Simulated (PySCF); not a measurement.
Ionisation energy along the 15-electron series

Calculated with PySCF 2.14 and a two-component X2C-1e Hamiltonian (Gaussian nucleus, no Breit or QED terms), each ion in its own even-tempered basis scaled to its charge; GMP2 freezes 1s2 and drops the highest virtual spinors. Values in eV. NIST values: (m) measured, (s) semi-empirical, (t) theoretical.

```
    ion  configuration  GHF (spin-free)  GMP2 (spin-free)  GHF (screened spin-orbit)  GMP2 (screened spin-orbit)          NIST
Tb(50+)   [Ne] 3s2 3p3           4535.6            4536.1                     4462.8                      4463.2  4460 ± 4 (t)
Ho(52+)   [Ne] 3s2 3p3           4887.0            4887.4                     4804.8                      4805.2  4802 ± 4 (t)
```

Fill in the row of Dy(51+).

configuration: [Ne] 3s2 3p3; GHF (spin-free): 4709.6; GMP2 (spin-free): 4710.1; GHF (screened spin-orbit): 4632.2; GMP2 (screened spin-orbit): 4632.7; NIST: 4629 ± 4 (t).
